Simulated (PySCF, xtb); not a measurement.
Sn(Cl)(OH)3 (ClH3O3Sn), SMILES [OH][Sn]([OH])([OH])[Cl]. One conformer was computed; it need not be the lowest.

Harmonic wavenumbers (cm⁻¹) from GFN2-xTB (xtb 6.7.1) at its own minimum, in rising order: 94, 98, 138, 139, 149, 163, 165, 235, 333, 441, 510, 511, 816, 841, 842, 3611, 3612, 3618.

Task: What does B3LYP-D3(BJ)/def2-SVP in PySCF 2.14.0 give at its own minimum? (Estimate from the structure and the level; the computed values follow.)

Result: 48, 49, 147, 156, 156, 181, 181, 196, 369, 614, 646, 646, 871, 875, 875, 3812, 3812, 3814. Paired by order, the mean absolute difference is 78 cm⁻¹ and the zero-point energies are 23.3 and 24.9 kcal/mol.
